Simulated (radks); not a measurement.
Species: the copper ion Cu2+. Configuration: [Ar] 3d9. All-electron calculation, Dirac Kohn-Sham, BLYP, spin-unpolarised, spherical densities, point nucleus; open shells fill j = l - 1/2 first. Program: a radial shooting solver on a logarithmic mesh with Libxc functionals.

Unscreened Slater integrals over Kohn-Sham orbitals (hartree). Large and small components are both included.

| integral | value |
|---|---|
| F0(3d5/2,3d5/2) | 1.0089 |
| F2(3d5/2,3d5/2) | 0.45799 |
| F4(3d5/2,3d5/2) | 0.28326 |
| F0(3d5/2,3d3/2) | 1.0122 |
| F2(3d5/2,3d3/2) | 0.45957 |
| G2(3d5/2,3d3/2) | 0.45909 |
| G4(3d5/2,3d3/2) | 0.28397 |
| F0(3d5/2,3p3/2) | 1.0968 |
| F2(3d5/2,3p3/2) | 0.51112 |
| G1(3d5/2,3p3/2) | 0.63169 |
| G3(3d5/2,3p3/2) | 0.38147 |
| F0(3d5/2,3p1/2) | 1.1039 |
| G3(3d5/2,3p1/2) | 0.38359 |
| F0(3d3/2,3d3/2) | 1.0156 |
| F2(3d3/2,3d3/2) | 0.46118 |
| F0(3d3/2,3p3/2) | 1.1008 |
| F2(3d3/2,3p3/2) | 0.51313 |
| G1(3d3/2,3p3/2) | 0.63378 |
| G3(3d3/2,3p3/2) | 0.38282 |
| F0(3d3/2,3p1/2) | 1.1079 |
| G1(3d3/2,3p1/2) | 0.63856 |
| F0(3p3/2,3p3/2) | 1.2090 |
| F2(3p3/2,3p3/2) | 0.60224 |
| F0(3p3/2,3p1/2) | 1.2175 |
| G2(3p3/2,3p1/2) | 0.60579 |
| F0(3p1/2,3p1/2) | 1.2262 |
